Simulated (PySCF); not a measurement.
**Dipole response of Pd(2+) (palladium, charge +2)**

[Kr] 4d8, high-spin 3F determinant. Calculation: PySCF 2.14, in def2-QZVPPD with the def2 core potential (28 electrons) (7s5p4d4f2g, 88 functions); scalar relativity through the core potential. Coupled (time-dependent) response in atomic units; α is the mean over directions.

```tsv
method	mean α (bohr³)	C₆ (like pair)	S(−4)
UHF	5.957	30.59	7.690
PBE	6.905	36.19	12.20
PBE0	6.576	34.27	10.43
r2SCANh	6.582	34.76	10.15
```

S(−4) is the Cauchy moment in α(ω) = α(0) + S(−4) ω² + …

Spin-orbit coupling is absent.

α(iu) at PBE0:

| u (hartree) | α(iu) (bohr³) |
| --- | --- |
| 0 | 6.576 |
| 0.0500 | 6.551 |
| 0.100 | 6.475 |
| 0.200 | 6.201 |
| 0.300 | 5.824 |
| 0.500 | 4.997 |
| 0.750 | 4.091 |
| 1.00 | 3.380 |
| 1.50 | 2.385 |
| 2.00 | 1.750 |
| 3.00 | 1.031 |
| 5.00 | 0.4640 |

For an ion, C₆ is the dispersion term alone; charge-induced terms of lower order in 1/R come first.

Energies and moments cover only the electrons outside the core potential.
